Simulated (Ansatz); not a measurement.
Computed with Ansatz.

A structure relaxed at PBE0-D4/def2-TZVP, charge 0, multiplicity 1:

```json
{"atom": "B1", "x (Å)": "1.472", "y (Å)": "-0.234", "z (Å)": "-1.432"}
{"atom": "N2", "x (Å)": "0.596", "y (Å)": "0.228", "z (Å)": "-0.458"}
{"atom": "C3", "x (Å)": "-0.090", "y (Å)": "1.488", "z (Å)": "-0.702"}
{"atom": "C4", "x (Å)": "-1.308", "y (Å)": "1.409", "z (Å)": "-1.572"}
{"atom": "C5", "x (Å)": "-1.733", "y (Å)": "0.351", "z (Å)": "-2.242"}
{"atom": "C6", "x (Å)": "0.318", "y (Å)": "-0.417", "z (Å)": "0.846"}
{"atom": "C7", "x (Å)": "-1.187", "y (Å)": "-0.543", "z (Å)": "1.081"}
{"atom": "C8", "x (Å)": "0.946", "y (Å)": "0.422", "z (Å)": "1.962"}
{"atom": "C9", "x (Å)": "0.922", "y (Å)": "-1.812", "z (Å)": "0.902"}
{"atom": "H10", "x (Å)": "2.056", "y (Å)": "-1.268", "z (Å)": "-1.323"}
{"atom": "H11", "x (Å)": "1.628", "y (Å)": "0.451", "z (Å)": "-2.403"}
{"atom": "H12", "x (Å)": "0.612", "y (Å)": "2.185", "z (Å)": "-1.172"}
{"atom": "H13", "x (Å)": "-0.368", "y (Å)": "1.957", "z (Å)": "0.247"}
{"atom": "H14", "x (Å)": "-1.854", "y (Å)": "2.347", "z (Å)": "-1.657"}
{"atom": "H15", "x (Å)": "-1.213", "y (Å)": "-0.599", "z (Å)": "-2.193"}
{"atom": "H16", "x (Å)": "-2.617", "y (Å)": "0.402", "z (Å)": "-2.866"}
{"atom": "H17", "x (Å)": "-1.364", "y (Å)": "-0.990", "z (Å)": "2.062"}
{"atom": "H18", "x (Å)": "-1.647", "y (Å)": "-1.180", "z (Å)": "0.324"}
{"atom": "H19", "x (Å)": "-1.696", "y (Å)": "0.421", "z (Å)": "1.060"}
{"atom": "H20", "x (Å)": "0.524", "y (Å)": "1.428", "z (Å)": "2.013"}
{"atom": "H21", "x (Å)": "2.024", "y (Å)": "0.511", "z (Å)": "1.807"}
{"atom": "H22", "x (Å)": "0.775", "y (Å)": "-0.053", "z (Å)": "2.931"}
{"atom": "H23", "x (Å)": "0.655", "y (Å)": "-2.271", "z (Å)": "1.857"}
{"atom": "H24", "x (Å)": "0.539", "y (Å)": "-2.444", "z (Å)": "0.099"}
{"atom": "H25", "x (Å)": "2.009", "y (Å)": "-1.790", "z (Å)": "0.828"}
```

Problem. Give its formula and SMILES.

Solution. C7H16BN, `BN(CC=C)C(C)(C)C`.

Problem. Point group (tolerance 0.08 Å, 0.16 Å for H)?

Solution. C1.

Problem. Summarise the bond lengths by kind.

Solution. 1 × B–N 1.389 Å; 2 × B–H 1.192 to 1.198 Å; 2 × C–N 1.456 to 1.481 Å; 5 × C–C 1.323 to 1.531 Å; 14 × C–H 1.083 to 1.095 Å.
